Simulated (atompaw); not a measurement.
**Pseudopotential generation for Ta: PAW (atompaw), PBEsol, scalar-relativistic.**

atompaw 4.2.0.5 was run on this input:

```
Ta 73
GGA-PBESOL scalarrelativistic loggrid 2001 logderivrange -9 5 351
6 6 5 4 0 0
6 0 0
6 1 0
5 2 3
0 0 0
c
c
c
c
v
v
c
c
c
v
v
c
c
v
c
2
2.35 2.05 1.90 2.25
n
n
y
1.35
n
custom rrkj vanderbiltortho besselshape
bessel
1.80
2.35
1.85
2.35
2.35
2.35
PWSCFOUT
UPFDX 0.0125d0 UPFXMIN -7.d0 UPFZMESH 73.d0
END
```

Command:

```bash
atompaw < Ta.input > Ta.log
```

Resulting log (summary file):

```
Completed calculations for Ta (AE)

 Exchange-correlation type: GGA, Perdew-Burke-Ernzerhof modified (PBEsol)

 Radial integration grid is logarithmic
 r0 =   9.3554737E-05 h =   6.8294958E-03   n =      2001 rmax =   8.0000000E+01

 Scalar relativistic calculation

 AEatom converged in  34 iterations
   nz     =  73.00
   delta  =       2.568042594728E-15

 All Electron Orbital energies:
  n  l      occupancy      energy
  1  0      2.0000000E+00 -4.9510606E+03
  2  0      2.0000000E+00 -8.5160978E+02
  3  0      2.0000000E+00 -1.9595496E+02
  4  0      2.0000000E+00 -4.0840102E+01
  5  0      2.0000000E+00 -6.5110316E+00
  6  0      0.0000000E+00 -1.3503023E+00
  2  1      6.0000000E+00 -7.4647915E+02
  3  1      6.0000000E+00 -1.6469244E+02
  4  1      6.0000000E+00 -3.0584802E+01
  5  1      6.0000000E+00 -4.0407086E+00
  6  1      0.0000000E+00 -9.1156514E-01
  3  2      1.0000000E+01 -1.2821297E+02
  4  2      1.0000000E+01 -1.7463765E+01
  5  2      3.0000000E+00 -1.3468593E+00
  4  3      1.4000000E+01 -2.9618013E+00

 Total energy
   Total                    :   -31198.09260420904320

 ---
 Completed calculations for Ta (SC)

 Exchange-correlation type: GGA, Perdew-Burke-Ernzerhof modified (PBEsol)

 Radial integration grid is logarithmic
 r0 =   9.3554737E-05 h =   6.8294958E-03   n =      2001 rmax =   8.0000000E+01

 Scalar relativistic calculation

 SCatom converged in   2 iterations
   nz     =  73.00
   delta  =       2.087613375593E-17

 Valence Electron Orbital energies:
  n  l      occupancy      energy
   5  0      2.0000000E+00 -6.5110316E+00
   6  0      0.0000000E+00 -1.3503023E+00
   5  1      6.0000000E+00 -4.0407086E+00
   6  1      0.0000000E+00 -9.1156514E-01
   5  2      3.0000000E+00 -1.3468593E+00

 Total energy
   Total                    :   -31198.09260420855571
   Valence                  :     -715.37170412683065

 PAW parameters:
       lmax =            2
         rc =    2.3583642982860913
        irc =         1485
   rc_shape =    2.0572549840048375
    rc_vloc =    1.9083606213023012
    rc_core =    2.2636751170019851
   Vloc: truncated form - Vps(r)=A.sin(qr)/r for r<rc
   Projector type: RRKJ pseudization + Vanderbilt ortho.
   Bessel compensation charge shape zeroed at   2.0573E+00

 Number of basis functions     6
 No.   n  nodes  l      Energy         Cp coeff         Occ
  1    5    4    0   -0.6511032E+01 -0.3046245E+00  0.2000000E+01
  2    6    5    0   -0.1350302E+01  0.3010773E+01  0.0000000E+00
  3    5    3    1   -0.4040709E+01 -0.2755324E+00  0.6000000E+01
  4    6    4    1   -0.9115651E+00  0.1062829E+02  0.0000000E+00
  5    5    2    2   -0.1346859E+01 -0.2336069E+01  0.3000000E+01
  6  999    3    2    0.1350000E+01 -0.1857483E+00  0.0000000E+00

 Eigenvalues of overlap operator (in the basis of projectors):
    1        8.85991299E-02
    2        2.86675875E-01
    3        5.82284262E-01
    4        8.05646746E+00
    5        1.79432338E+01
    6        1.63121497E+02

 Orbital leakage outside PAW augmentation regions
   orb  is_core?  %out_of_sphere
   1 0    T           0.00
   2 0    T           0.00
   3 0    T           0.00
   4 0    T           0.00
   5 0    F           0.45
   6 0    F          70.61
   2 1    T           0.00
   3 1    T          -0.00
   4 1    T           0.00
   5 1    F           2.45
   6 1    F          88.22
   3 2    T           0.00
   4 2    T           0.00
   5 2    F          27.19
   4 3    T           0.15

 Summary of PAW energies
   Total valence energy     :   -715.37333410293218
   Smooth energy            :     71.60294680077045
   One center               :   -786.97628090370267
   Smooth kinetic           :     37.29693499925833
   Vloc energy              :     28.45359899630832
   Smooth exch-corr         :    -15.21018337120502
   One-center xc            :   -604.92556749105711
```

The run took about 16 s on one core of a shared server CPU.
